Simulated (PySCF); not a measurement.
## BeB⁺, CCSD(T): how much the basis matters

PySCF, RHF reference; singlet, unpaired electrons none; De to Be + B⁺ without counterpoise correction. Frozen cores follow the default of each basis and core potential.

```tsv
basis	relativity	functions	Re (Å)	ωe (cm⁻¹)	De (eV)	frozen orbitals
pcseg-1	no relativity	23	2.195	463	1.26	1
def2-SVPD	no relativity	32	2.223	452	1.52	1
def2-TZVP	no relativity	50	2.219	471	1.64	1
```

**Question.** How does each smaller set differ from the one with most functions, def2-TZVP?

**Answer.** pcseg-1: -2.4 pm, -1.7 % in ωe, -0.38 eV in De; def2-SVPD: +0.4 pm, -4.0 % in ωe, -0.12 eV in De. All at CCSD(T); the set with most functions is neither the basis-set limit nor always the best.

Correlated steps freeze 1 core orbital. Correlated levels converge slowly with the basis: in double zeta they bind strong bonds too weakly, by up to about 1 eV, and carry superposition errors of some tenths. For an ion De counts to the pair picked by the measured ionisation energies or electron affinities, which need not be the lowest pair at this level. The CCSD T1 diagnostic is raised in BeB⁺, a sign that a single reference may not be enough there.
